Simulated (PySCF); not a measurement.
Species: B2BrH4NO.
Numbering: `[BH2:1][O:2][B:3]([NH2:4])[Br:5]` (hydrogens: H6, H7 on B1; H8, H9 on N4)

Structure used (PBE0-D3(BJ)/def2-SVP), in Å, numbered top down from 1:
```
atom  x, y, z in Å
B1    -1.786    0.031    0.352
O2    -0.602   -0.351   -0.132
B3     0.529   -0.786   -0.717
N4     1.767   -0.745   -0.074
Br5    0.423   -1.492   -2.524
H6    -2.464   -0.776    0.950
H7    -2.140    1.179    0.194
H8     1.875   -0.389    0.866
H9     2.615   -1.071   -0.512
```

Computed, not measured: TDDFT B3LYP/def2-SVPD, vertical, gas phase, core orbitals frozen in the response (PySCF). The B3LYP/def2-SVPD calculation is non-relativistic and has no spin–orbit coupling, an omission that weighs most on bromine.

Transition dipole moments from the ground state, in atomic units and in the frame of the coordinates above (overall signs are arbitrary), for the states with f of 0.002 or more among the lowest 10:

```json
{"state": "S3", "E (eV)": "6.107", "μx": "-0.127", "μy": "0.092", "μz": "0.175"}
{"state": "S4", "E (eV)": "6.661", "μx": "-0.025", "μy": "-0.120", "μz": "0.046"}
{"state": "S5", "E (eV)": "6.962", "μx": "-0.456", "μy": "0.057", "μz": "0.011"}
{"state": "S6", "E (eV)": "7.008", "μx": "0.062", "μy": "0.477", "μz": "-0.194"}
{"state": "S9", "E (eV)": "7.594", "μx": "0.336", "μy": "0.228", "μz": "0.726"}
{"state": "S10", "E (eV)": "7.718", "μx": "-0.023", "μy": "-0.234", "μz": "0.073"}
```

Task: Work out the oscillator strengths.

Result: f = (2/3) ΔE |μ|² with ΔE in hartree (27.2114 eV).

```tsv
state	|μ|² (au)	|μ| (D)	f
S3	0.055	0.60	0.008
S4	0.017	0.33	0.003
S5	0.211	1.17	0.036
S6	0.269	1.32	0.046
S9	0.691	2.11	0.129
S10	0.061	0.63	0.011
```

Task: The point group is Cs. Which irreducible representation does each state belong to?

Result: Polarised normal to the mirror plane, so A″: S4, S6 and S10. Polarised in the mirror plane, so A′: S3, S5 and S9.

Task: Which bond between heavy atoms lies closest to the direction of the S9 transition dipole?

Result: B3–Br5, at 21° from it; next B3–N4 at 40°.

Task: What angle do the transition dipoles of S9 and S10 make?

Result: |cos θ| = |μa·μb| / (|μa| |μb|) = 0.04, so θ ≈ 88° (taken between 0 and 90°, since the signs are arbitrary).

Task: How is the summed strength of these states shared among x, y and z?

Result: (2/3) Σ ΔE μα² gives 0.060 for x, 0.063 for y and 0.110 for z, 0.233 in all.

Task: What peak molar absorption coefficient would the strongest computed level give as a lone Gaussian band 0.4 eV wide at half height?

Result: ε(max) = 2.175×10⁸ f / FWHM, with the width in cm⁻¹. S9: 2.175×10⁸ × 0.1286 / 3226 ≈ 8700 L mol⁻¹ cm⁻¹.

The vertical ionisation energy (ΔSCF) is 10.17 eV, 2.45 eV above S10.

Hardware: one thread, Arm Neoverse V1 (shared host). Cost: 89 s of wall time.
